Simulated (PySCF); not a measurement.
# Reading the logs of faulty runs: AlBClH2O cation

All numbers below are calculated, not measured. They come from PySCF 2.14.0, an open-source quantum chemistry program, on an isolated molecule that a program drew, which may never have been made. The molecule is AlBClH2O cation (charge +1, singlet), drawn as the SMILES string `[OH][AlH][B+]Cl`.

Each row is a Hartree-Fock (HF) and frozen-core CCSD(T) single point in the cc-pV(D+d)Z basis, meant for a local HF minimum. Run 1 is clean. Each other run has one planted mistake out of seven kinds, and not every kind appears here: one electron removed, one electron added, multiplicity raised by two, geometry at a saddle point, minimal basis STO-3G, one bond length entered in bohr, all coordinates scaled. The reference is restricted for singlets and unrestricted otherwise, and also for a bond in bohr. Adding or removing an electron swaps singlet and doublet. Electrons count all cores. HOMO and LUMO are orbital energies over both spins, the gradient is its largest component, and the lowest frequency (negative if imaginary) is given only where the gradient is small. Bond lengths are over the 5 bonds as drawn. T1 is the CCSD diagnostic: over 0.02 (restricted) or 0.045 (unrestricted) a single reference is doubtful.

Geometry of the clean run:
```xyz
6
AlBClH2O cation, angstrom
O    -2.1154    1.2165    0.0203
Al   -1.2896   -0.1285   -0.4530
B     0.1282   -0.3635    1.2552
Cl    1.1291   -0.4683    2.5335
H    -2.8097    1.7902   -0.2630
H    -1.2362   -1.1470   -1.6155
```

| run | electrons | basis functions | <S^2> | HOMO (eV) | LUMO (eV) | gradient (hartree/bohr) | lowest frequency (cm^-1) | mean bond (Å) | longest bond (Å) | T1 | HF (hartree) | CCSD(T) (hartree) | mistake |
|---|---|---|---|---|---|---|---|---|---|---|---|---|---|
| 1 | 44 | 84 | 0.000 | -17.27 | -4.88 | 2.7e-05 | 94 | 1.5995 | 2.232 | 0.0183 | -801.94045 | -802.43110 | no fault |
| 2 | 44 | 84 | 0.766 | -16.02 | -5.17 | 4.5e-02 | - | 1.7676 | 2.232 | 0.0821 | -801.78305 | -802.27351 | one bond length entered in bohr |
| 3 | 44 | 30 | 0.000 | -14.38 | -1.67 | 5.8e-02 | - | 1.5995 | 2.232 | 0.0249 | -792.78722 | -792.93626 | minimal basis STO-3G |
| 4 | 44 | 84 | 0.000 | -17.15 | -4.99 | 4.2e-02 | - | 1.6875 | 2.355 | 0.0208 | -801.92399 | -802.42031 | all coordinates scaled |
| 5 | 45 | 84 | 0.762 | -6.52 | 1.74 | 8.1e-02 | - | 1.5995 | 2.232 | 0.0175 | -802.14809 | -802.64439 | ? |
| 6 | 43 | 84 | 0.755 | -22.85 | -13.28 | 1.1e-01 | - | 1.5995 | 2.232 | 0.0179 | -801.37412 | -801.81592 | ? |

**Which mistake was planted in run 5, and what did it cost?**

It counts 45 electrons, one more than the clean run, at the same geometry and basis. So the mistake is: one electron added. Subtracting run 1 and multiplying by 627.51 kcal/mol a hartree, the energy moved by -130.3 kcal/mol in HF and -133.8 kcal/mol in CCSD(T).

**Which mistake was planted in run 6, and what did it cost?**

It counts 43 electrons, one fewer than the clean run, at the same geometry and basis. So the mistake is: one electron removed. Subtracting run 1 and multiplying by 627.51 kcal/mol a hartree, the energy moved by 355.4 kcal/mol in HF and 386.0 kcal/mol in CCSD(T).

Cautions from the logs. Run 2: T1 is over the limit, so its CCSD(T) energy is less reliable; run 3: T1 is over the limit, so its CCSD(T) energy is less reliable; run 4: T1 is over the limit, so its CCSD(T) energy is less reliable.
